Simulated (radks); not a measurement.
Problem. Coherent X-ray form factor from a spherical all-electron density. Method: Dirac Kohn-Sham, PW91, spin-unpolarised, spherical densities, point nucleus; computed with a radial shooting solver on a logarithmic mesh with Libxc functionals.

| sin(theta)/lambda (1/angstrom) | f0 (electrons) |
|---|---|
| 0.05 | 46.147 |
| 0.1 | 43.960 |
| 0.15 | 41.111 |
| 0.2 | 38.080 |
| 0.25 | 35.127 |
| 0.3 | 32.383 |
| 0.4 | 27.737 |
| 0.5 | 24.228 |
| 0.6 | 21.638 |
| 0.8 | 18.057 |
| 1 | 15.294 |
| 1.25 | 12.222 |
| 1.5 | 9.694 |
| 2 | 6.664 |

The species is in the configuration that NIST lists as its ground one. Which atom or ion scatters so?

Solution. Neutral silver, [Kr] 4d10 5s1. Extrapolating in s^2 from the first two rows gives f0(0) = 46.9, near the electron count 47; among species with that count, the fall with angle is slower the higher Z, and the table is that of Z = 47; from so few rows the species is fixed only to a neighbour or two.
